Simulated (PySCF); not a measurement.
## Nuclear quadrupole coupling in Si(vinyl)3(OSiMe3)

Species: Si(vinyl)3(OSiMe3), C9H18OSi2.
Cartesian coordinates in Å at the PBE0-D3(BJ)/def2-SVP level; atoms count from 1:
```xyz
30
C9H18OSi2 angstrom
Si     0.2354    0.6545    0.8526
C      0.1061    0.1360    2.6435
C      0.7102    0.7603    3.6620
H     -0.5218   -0.7365    2.8675
H      1.3496    1.6371    3.5046
H      0.5983    0.4288    4.7009
C      2.0224    0.7578    0.2996
C      3.0703    0.3268    1.0119
H      2.2275    1.2099   -0.6816
H      2.9422   -0.1291    2.0001
H      4.0996    0.4089    0.6450
C     -0.5683    2.3200    0.5681
C     -1.1721    3.0492    1.5135
H     -0.5439    2.7281   -0.4530
H     -1.2338    2.7026    2.5515
H     -1.6304    4.0212    1.2982
O     -0.5651   -0.4846   -0.0481
Si    -0.7789   -1.2359   -1.5222
C     -1.8204   -0.1212   -2.6118
C     -1.6587   -2.8527   -1.1884
C      0.8940   -1.5404   -2.3150
H     -2.0268   -0.5945   -3.5852
H     -1.3058    0.8337   -2.8039
H     -2.7850    0.1064   -2.1318
H     -2.6239   -2.6769   -0.6893
H     -1.8539   -3.4007   -2.1240
H     -1.0515   -3.4985   -0.5350
H      1.4039   -0.5920   -2.5461
H      1.5481   -2.1152   -1.6411
H      0.7890   -2.1042   -3.2558
```

Field gradients from the PBE0/pcSseg-1 density (PySCF, non-relativistic), principal values in atomic units, ordered |Vxx| ≤ |Vyy| ≤ |Vzz|:

| atom | Vxx | Vyy | Vzz |
| --- | --- | --- | --- |
| O17 | -0.4321 | -0.6500 | 1.0821 |

Find the asymmetry η = (Vxx − Vyy)/Vzz and the couplings χ = eQV/h (234.96 MHz × Q in barn × V in au), with Q(17O) = −0.0256 b.

| atom | environment | nucleus | η | χzz (MHz) | χxx (MHz) | χyy (MHz) |
| --- | --- | --- | --- | --- | --- | --- |
| O17 | oxygen bonded to 2 Si | 17O | 0.20 | -6.51 | 2.60 | 3.91 |

The tensor is traceless: Vxx + Vyy + Vzz = 0.

What is Vzz at O17 in SI units (1 au = 9.71736 × 10²¹ V/m²)?

1.0821 au = 10.515 × 10²¹ V/m².

And the gradient at the other heavy atoms, for which no coupling is worked out here?

```json
{"atom": "Si1", "environment": "silicon bonded to 3 C and O", "Vzz (au)": "0.463", "η": "0.08"}
{"atom": "C2", "environment": "carbon bonded to C, Si and H", "Vzz (au)": "0.372", "η": "0.38"}
{"atom": "C3", "environment": "carbon bonded to C and 2 H", "Vzz (au)": "0.366", "η": "0.39"}
{"atom": "C7", "environment": "carbon bonded to C, Si and H", "Vzz (au)": "0.364", "η": "0.46"}
{"atom": "C8", "environment": "carbon bonded to C and 2 H", "Vzz (au)": "0.378", "η": "0.35"}
{"atom": "C12", "environment": "carbon bonded to C, Si and H", "Vzz (au)": "0.363", "η": "0.47"}
{"atom": "C13", "environment": "carbon bonded to C and 2 H", "Vzz (au)": "0.376", "η": "0.35"}
{"atom": "Si18", "environment": "silicon bonded to 3 C and O", "Vzz (au)": "0.596", "η": "0.05"}
{"atom": "C19", "environment": "carbon bonded to Si and 3 H", "Vzz (au)": "-0.115", "η": "0.13"}
{"atom": "C20", "environment": "carbon bonded to Si and 3 H", "Vzz (au)": "-0.109", "η": "0.12"}
{"atom": "C21", "environment": "carbon bonded to Si and 3 H", "Vzz (au)": "-0.112", "η": "0.12"}
```

Were the hydrogens deuterons (Q(2H) = 0.00286 b), χzz would run from 199 kHz (H15, H10, H5 and H22) to 203 kHz (H11, H16, H6 and H4).

Geometry: PBE0-D3(BJ)/def2-SVP, one conformer, isolated molecule. These gradients aren't converged with respect to the basis.

These values come from a run that also computed NMR shieldings. On 2 threads of an Intel Xeon at 2.60 GHz (shared host), this took 78 s wall, 3.0 min CPU (with the writing of density and orbital grids) and 2.6 GiB of memory at its peak.
